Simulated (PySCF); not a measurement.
H2B, SMILES `[BH2]` (charge 0, multiplicity 2)

Calculation: PySCF with ωB97X-D3(BJ)/def2-TZVP // B3LYP-D3(BJ)/def2-TZVP.

The highest occupied spin orbital is -8.50 eV, the dipole moment comes out as 0.54 D and the total energy is -25.9587 Ha. The cost is very roughly 3 core-seconds.

Bonds (Å): B1–H2 1.187, B1–H3 1.187. Angles (°): H2–B1–H3 129.6.
Charge 0, spin multiplicity 2.
